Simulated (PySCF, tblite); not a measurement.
Compound: C6H11F2NSi.
Geometry (GFN2-xTB, Å), atoms numbered from 1 in this order:
```xyz
21
C6H11F2NSi angstrom
C      2.5690   -0.8105    0.6368
C      1.9351   -1.0521   -0.5010
Si     0.5886    0.0459   -1.2237
N      0.6303    1.6188   -0.5333
C     -0.6327    2.0681    0.0216
C     -1.3268    0.8177    0.5543
C     -1.1493   -0.2870   -0.4870
C     -1.2786   -1.6547    0.1204
F     -1.0020   -2.6255   -0.7924
F     -2.5485   -1.9122    0.5443
H      2.3599    0.0748    1.2160
H      3.3231   -1.4719    1.0362
H      2.1786   -1.9505   -1.0526
H      0.5393   -0.0566   -2.6884
H      1.2497    2.3572   -0.8210
H     -0.4517    2.7878    0.8254
H     -1.2578    2.5561   -0.7382
H     -0.8318    0.5129    1.4790
H     -2.3767    1.0109    0.7758
H     -1.9165   -0.1970   -1.2592
H     -0.6102   -1.8153    0.9800
```

Method: PBE0/pcSseg-1 in PySCF (dipole) on a GFN2-xTB geometry, gas phase.

Masses are those of the commonest isotopes; rigid-rotor values at the optimised geometry. The values belong to one conformer with, in the numbering `[CH2:1]=[CH:2][Si@@H:3]1[NH:4][CH2:5][CH2:6][C@@H:7]1[CH:8]([F:9])[F:10]`, C1–C2–Si3–N4 18°, C6–C7–C8–F9 -175°, C2–Si3–N4–C5 -127°, Si3–N4–C5–C6 33°, N4–C5–C6–C7 -43°, C5–C6–C7–C8 157°.

**Question.** What are A, B and C (MHz)?

**Answer.** Ia = 361.96, Ib = 524.93, Ic = 728.46 u·Å²; 505379 MHz·u·Å²/I gives A = 1396, B = 962.7, C = 693.8 MHz.

**Question.** What kind of rotor is it?

**Answer.** An asymmetric top; Ray's κ = -0.234.

**Question.** Is it planar, by Δ = Ic − Ia − Ib?

**Answer.** Not planar: Δ = Ic − Ia − Ib = -158.44 u·Å². For a rigid frame Δ = −2 Σ m c², so Σ m c² = 79.22 u·Å² lies off the ab plane: 19.87 from hydrogen and 59.35 from heavier atoms. The atom farthest from that plane is 2.29 Å away.

**Question.** Give the other two planar moments, Paa and Pbb, and the rms extents of the mass along the axes.

**Answer.** Paa = Σ m a² = (Ib + Ic − Ia)/2 = 445.71 and Pbb = Σ m b² = (Ia + Ic − Ib)/2 = 282.74 u·Å². With the mass M = 163.06 u, the rms extents √(P/M) along a, b and c are 1.65, 1.32, 0.70 Å.

**Question.** Which lines would a microwave search look for?

**Answer.** The dipole components are |μa| = 2.88 D, |μb| = 1.07 D, |μc| = 0.65 D. The squared components, which scale the intensities, stand as 1.00 : 0.14 : 0.05 (a : b : c). Some lines, for components of 0.1 D or more:

```tsv
type	branch	J(Ka,Kc)	MHz	lower level (cm⁻¹)
c	Q	1(1,1) ← 1(0,1)	433	0.055
a	Q	2(1,1) ← 2(1,2)	807	0.171
b	Q	2(1,1) ← 2(0,2)	1063	0.163
c	Q	2(2,1) ← 2(1,1)	1300	0.198
b	Q	2(2,0) ← 2(1,1)	1392	0.198
b	R	1(1,1) ← 0(0,0)	2090	0.000
b	Q	2(2,1) ← 2(1,2)	2107	0.171
b	R	2(0,2) ← 1(1,1)	2788	0.070
a	R	2(1,2) ← 1(1,1)	3044	0.070
a	R	2(0,2) ← 1(0,1)	3221	0.055
b	R	2(1,2) ← 1(0,1)	3478	0.055
a	R	2(1,1) ← 1(1,0)	3582	0.079
c	R	2(1,1) ← 1(0,1)	4284	0.055
b	R	2(2,1) ← 1(1,0)	4882	0.079
c	R	2(2,0) ← 1(1,0)	4974	0.079
c	R	2(2,1) ← 1(1,1)	5151	0.070
b	R	2(2,0) ← 1(1,1)	5243	0.070
```

**Question.** Estimate the classical rotational partition function at 50 K, 200 K and 298.15 K.

**Answer.** Point group C1, symmetry number σ = 1; q = (√π/σ)·√((kT/h)³/(ABC)), k/h = 20836.6 MHz/K: 61700 at 50 K, 494000 at 200 K, 899000 at 298.15 K.

Its GFN2-xTB frequencies are all real (lowest 37 cm⁻¹). These are rigid-rotor constants of the computed structure; measured ground-state constants (B0) also hold zero-point vibration. A rigid rotor knows nothing of inversion at nitrogen, which can split or shift real lines. Quadrupole hyperfine structure (14N) is left out.

Time: 58 s; peak memory 1.0 GiB. Hardware: one thread, Arm Neoverse V1 (aarch64) (shared host). This is the PBE0/pcSseg-1 job that gave the dipole, with the shieldings it also computed.
